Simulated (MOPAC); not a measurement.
MOPAC input (PM3):

```
PM3 1SCF UHF MS=0.5 GEO-OK AUX(PRECISION=9) THREADS=1
ClSn

Sn   -0.00000000 1   -0.00000000 1   -0.60735660 1
Cl    0.00000000 1    0.00000000 1    1.78634293 1
```

From the last part of the output:

```
                                                       MOPAC v23.2.5 Linux

          FINAL HEAT OF FORMATION =          8.15970 KCAL/MOL =      34.14017 KJ/MOL

          COSMO AREA              =        101.99 SQUARE ANGSTROMS
          COSMO VOLUME            =         90.84 CUBIC ANGSTROMS

          IONIZATION POTENTIAL    =          7.564328 EV
          ALPHA SOMO LUMO (EV)    =         -7.564 -2.610
          BETA  SOMO LUMO (EV)    =        -10.163 -2.373
          NO. OF ALPHA ELECTRONS  =          6
          NO. OF BETA  ELECTRONS  =          5
          MOLECULAR WEIGHT        =        154.1430         POINT GROUP:  C*v

          MOLECULAR DIMENSIONS (Angstroms)

            Atom       Atom       Distance
           Cl     2   Sn     1     2.39370
           Cl     2   Sn     1     0.00000
           Sn     1   Cl     2     0.00000

          SCF CALCULATIONS        =          1

   ATOM   CHEMICAL          X               Y               Z
  NUMBER   SYMBOL      (ANGSTROMS)     (ANGSTROMS)     (ANGSTROMS)

     1      Sn         -0.00000000  *  -0.00000000  *  -0.60735660  *
     2      Cl          0.00000000  *   0.00000000  *   1.78634293  *

                             CARTESIAN COORDINATES

   1   Sn       -0.000000000    -0.000000000    -0.607356600
   2   Cl        0.000000000     0.000000000     1.786342930

           Empirical Formula: Sn Cl  =     2 atoms

      MOLECULAR POINT GROUP   :   C*v

          ALPHA EIGENVALUES
 -54.86616 -13.57324 -11.23729 -11.09561 -10.61697  -7.56433  -2.61012  -0.71185

           BETA EIGENVALUES
 -54.76994 -13.01086 -11.09963 -11.08400 -10.16264  -2.37268  -1.93850  -0.43637

              NET ATOMIC CHARGES AND DIPOLE CONTRIBUTIONS

  ATOM NO.   TYPE          CHARGE      No. of ELECS.   s-Pop       p-Pop
    1         Sn           0.385077        3.6149     1.93076     1.68416
    2         Cl          -0.385077        7.3851     1.97550     5.40958
 DIPOLE           X         Y         Z       TOTAL
 POINT-CHG.     0.000     0.000    -4.427     4.427
 HYBRID        -0.000    -0.000     1.664     1.664
 SUM           -0.000    -0.000    -2.764     2.764

          ATOMIC ORBITAL ELECTRON POPULATIONS

     Atom    s        px        py        pz
    1 Sn   1.93076   1.04791   0.12838   0.50787
    2 Cl   1.97550   1.95209   1.87162   1.58587

                    (SZ)    =    0.500000
                    (S**2)  =    0.751750

          ATOMIC ORBITAL SPIN POPULATIONS

    Atom   Total    s     px     py     pz
         Atomic
    1 Sn  0.9705  0.013  0.952  0.009 -0.003
    2 Cl  0.0295  0.001  0.048 -0.009 -0.010

 **********************
 *                    *
 * JOB ENDED NORMALLY *
 *                    *
 **********************

 == MOPAC DONE ==
```
